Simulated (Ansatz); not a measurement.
A run for Ansatz (a program for electronic structure): R-CCSD(T)/cc-pVQZ on CHN (SMILES [C-]#[NH+]).

Ansatz 0.2 input:
```yaml
crystal:
  periodic: [false, false, false]
  atoms:
    - {symbol: C, position_ang: [1.09253720, 0.18752009, 0.00000000]}
    - {symbol: N, position_ang: [-0.05473398, -0.00936831, -0.00000000]}
    - {symbol: H, position_ang: [-1.03780322, -0.17815178, 0.00000000]}
basis:
  gaussian:
    orbitals: cc-pVQZ
magnetization: {spin_polarized: false}
correlation: {method: ccsd_t, electrons: outside_noble_gas}
scf: {lower_state_search: off}
```

Problem. Predict the final total energy.

Solution. -93.2775 hartree (reference determinant -92.8992, T1 diagnostic 0.016).
